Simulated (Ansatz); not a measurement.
Consider the formal exchange of groups at the Si–Si bond: `C#C[SiH2][SiH2]C` + `[CH3][AlH][SH]` → `C[SiH2][CH2][AlH][SH]` + `C#C[SiH3]`.

Calculated with Ansatz (gas phase, PBE0-D4/def2-TZVP geometries, no zero-point term in ΔE). CCSD(T)/CBS is the MP2 limit (def2-TZVPP, def2-QZVPP) plus CCSD(T) − MP2 in def2-TZVPP, frozen cores. This one scheme is used for every species. One conformer a species, not always the lowest.

```csv
level,ΔE (eV)
CCSD/def2-TZVPP,-0.12
HF/def2-QZVPP,-0.13
```

**Question.** What does CCSD(T)/CBS give? (Best estimate.)

**Answer.** Ansatz gave: -0.12 eV. The listed levels differ from it by 0.00, -0.01 eV.

Largest T1 diagnostic among the species: 0.013.

From PBE to PBE0 (25 % exact exchange), in def2-TZVPP and without D4, ΔE moves by −0.05 eV. The D4 term adds −0.05 eV with B3LYP and −0.03 eV with PBE0; it sums over pairs of atoms, weighted by their polarisabilities, and B3LYP, whose exchange is more repulsive, gets the larger term.

B3LYP here is the variant with VWN-RPA as its local correlation; programs differ in this.
